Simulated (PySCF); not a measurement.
# Worked example: chemical shift, span and skew from a shielding tensor

B(F)(NHMe)(OMe) (C2H7BFNO), SMILES CNB(F)OC. Atoms are numbered in the order given.

```xyz
13

B      0.4537    -0.0496     0.0000
F      1.6577     0.5441     0.0000
N     -0.7080     0.7490     0.0000
C     -0.7243     2.1960     0.0000
H     -1.6220     0.3116     0.0000
H     -1.2285     2.6080    -0.8924
H     -1.2285     2.6080     0.8924
H      0.3100     2.5653     0.0000
O      0.4542    -1.4141     0.0000
C     -0.7515    -2.1343     0.0000
H     -1.3617    -1.9166     0.8973
H     -0.5183    -3.2091     0.0000
H     -1.3617    -1.9166    -0.8973
```
Charge 0, spin multiplicity 1.

Coordinates come from a r2SCAN-D4/def2-SVP optimisation. The structure was generated by enumeration, and PubChem lists no compound with its InChIKey, so it may never have been made. The values are those of a single conformer.

GIAO shieldings from PBE/pcSseg-1 in PySCF, non-relativistic, no solvent. The symmetric part of the tensor of C4 has the principal values 123.6, 143.9, 182.1 ppm. The same nucleus in TMS has σ = 182.0 ppm at this level (PySCF, at its B3LYP-D3(BJ)/def2-TZVP geometry).

Question: Work out the isotropic shielding, the ¹³C shift against TMS, the span and the skew.

Answer: 
σ(iso) = (σ11 + σ22 + σ33)/3 = 149.9 ppm. δ = σ(ref) − σ(iso) = 182.0 − (149.9) = 32.1 ppm.
Span Ω = σ33 − σ11 = 58.5 ppm. Skew κ = 3(σ(iso) − σ22)/Ω = 0.31. Tumbling in solution averages the tensor to δ; in a static solid the shielding alone would spread this spin-1/2 line over Ω.
